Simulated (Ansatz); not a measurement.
Reaction (ligand exchange at the Si–Cl bond): `BC[SiH2]Cl` + `[NH2][AlH2]` → `BC[SiH2][NH][AlH2]` + HCl

Calculated with Ansatz (gas phase, PBE0-D4/def2-TZVP geometries, no zero-point term in ΔE). CCSD(T)/CBS is the MP2 limit (def2-TZVPP, def2-QZVPP) plus CCSD(T) − MP2 in def2-TZVPP, frozen cores. This one scheme is used for every species. DFT in def2-TZVPP. Each species was taken in one conformer, which may not be the lowest.

```json
{"species": "`BC[SiH2]Cl`", "PBE0-D4 energy (Eh)": "-815.98298"}
{"species": "`[NH2][AlH2]`", "PBE0-D4 energy (Eh)": "-299.45737"}
{"species": "`BC[SiH2][NH][AlH2]`", "PBE0-D4 energy (Eh)": "-654.75802"}
{"species": "HCl", "PBE0-D4 energy (Eh)": "-460.66564"}
```

(1) Work out ΔE.

Largest T1 diagnostic among the species: 0.012.

Answers

(1) ΔE = (-654.75802) + (-460.66564) − (-815.98298) − (-299.45737) = 0.01669 Eh = +10.5 kcal/mol. CCSD(T)/CBS gives +9.6 kcal/mol.

In def2-TZVPP, CCSD(T) changes the Hartree–Fock value by −2.7 kcal/mol (the triples alone add −0.3 kcal/mol) and MP2 by −2.0 kcal/mol. The D4 term adds −1.3 kcal/mol with B3LYP and −0.8 kcal/mol with PBE0; it sums over pairs of atoms, weighted by their polarisabilities, and B3LYP, whose exchange is more repulsive, gets the larger term.

B3LYP here is the variant with VWN-RPA as its local correlation; programs differ in this.
